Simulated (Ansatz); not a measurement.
Breaking a bond in BeH2 (beryllium dihydride)

The species is BeH2 (3 atoms), meant as a singlet with charge 0. As SMILES, `[BeH2]`. Geometry: a GFN2-xTB relaxation, a rough one for these elements and not checked as a minimum.

| atom | x (Å) | y (Å) | z (Å) |
| --- | --- | --- | --- |
| Be | 0.0006 | -0.0003 | 0.0003 |
| H | 0.7106 | 0.9422 | 0.4936 |
| H | -0.7112 | -0.9418 | -0.4939 |

The Be1–H2 distance is scanned; the parts on either side stay rigid. Basis 3-21G; program Ansatz 0.2.0. FCI is exact within this basis and core. Energies in eV from each method's value at 1.279 Å; methods without a U are spin-restricted. The shape above is that at 1.279 Å.

```csv
distance (Å),BLYP,wB97X,B2PLYP,BCCD(T),FCI
1.279,0.00,0.00,0.00,0.00,0.00
1.599,0.32,0.32,0.35,0.27,0.27
1.918,1.20,1.22,1.27,1.09,1.08
2.558,2.93,3.16,3.12,2.58,2.57
3.197,4.12,4.73,4.42,3.34,3.32
```

Departure from the FCI curve at its largest: BLYP +0.80 eV at 3.20 Å; wB97X +1.42 eV at 3.20 Å; B2PLYP +1.10 eV at 3.20 Å; BCCD(T) +0.02 eV at 3.20 Å. Restricted functionals keep the electrons paired too, and rise too high.
